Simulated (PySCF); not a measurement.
## Correlation energy of Ge+ (germanium, charge +1)

[Ar] 3d10 4s2 4p1, 2P determinant. All numbers are calculated (PySCF 2.14, scalar relativity by spin-free X2C-1e, in aug-cc-pVDZ-DK (6s5p3d, 36 functions)). Frozen: [Ar] 3d10; 3 electrons correlated.

MP2 pair energies summed by pair of shells (mhartree):

```json
{"pair": "4s-4s", "energy": "-18.48", "share (%)": "59.3"}
{"pair": "4s-4p", "energy": "-12.70", "share (%)": "40.7"}
```

Total MP2 correlation energy: -31.18 mhartree.

Same-spin part -2.12 and opposite-spin part -29.07 mhartree; SCS-MP2 scales them by 1/3 and 6/5 to -35.58 mhartree.

```tsv
level	correlation energy (mhartree)
CCSD	-46.22
(T)	-0.46
CCSD(T)	-46.68
```

Diagnostics: T1 = 0.0096, D1 = 0.0232, largest double amplitude 0.094.

Task: Is a single reference adequate?

Result: Mostly. T1 lies below 0.03, but a double amplitude of this size points to a near-degeneracy that CCSD handles and MP2 describes poorly.
